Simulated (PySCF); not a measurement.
# Exercise with solution: chemical shift, span and skew from a shielding tensor

C₂H₃O₃, SMILES COC([O])=O (connectivity only; charge and spin as stated), charge -1, multiplicity 1. Atoms are numbered in the order given.

```xyz
8

C     -0.0339    -1.7584     0.0000
O     -0.7432    -0.5474     0.0000
C      0.0618     0.6591     0.0000
O     -0.6267     1.6862     0.0000
O      1.2928     0.4719     0.0000
H      0.6152    -1.8599    -0.8878
H      0.6152    -1.8599     0.8878
H     -0.7808    -2.5698     0.0000
```
Charge -1, spin multiplicity 1.

Coordinates come from a B3LYP-D3(BJ)/def2-SVPD optimisation. The spin state was assumed, not searched. The isomer is the one that the SMILES or the coordinates give; other isomers of the formula were not compared.

GIAO shieldings from HF/pcSseg-1 (PySCF), non-relativistic, no solvent. The symmetric part of the tensor of C3 has the principal values -78.5, 52.1, 108.3 ppm. The same nucleus in TMS has σ = 192.6 ppm at this level (PySCF, at its B3LYP-D3(BJ)/def2-TZVP geometry).

Problem. Work out the isotropic shielding, the ¹³C shift against TMS, the span and the skew.

Solution. 
σ(iso) = (σ11 + σ22 + σ33)/3 = 27.3 ppm. δ = σ(ref) − σ(iso) = 192.6 − (27.3) = 165.3 ppm.
Span Ω = σ33 − σ11 = 186.8 ppm. Skew κ = 3(σ(iso) − σ22)/Ω = -0.40. Tumbling in solution averages the tensor to δ; in a static solid the shielding alone would spread this spin-1/2 line over Ω.
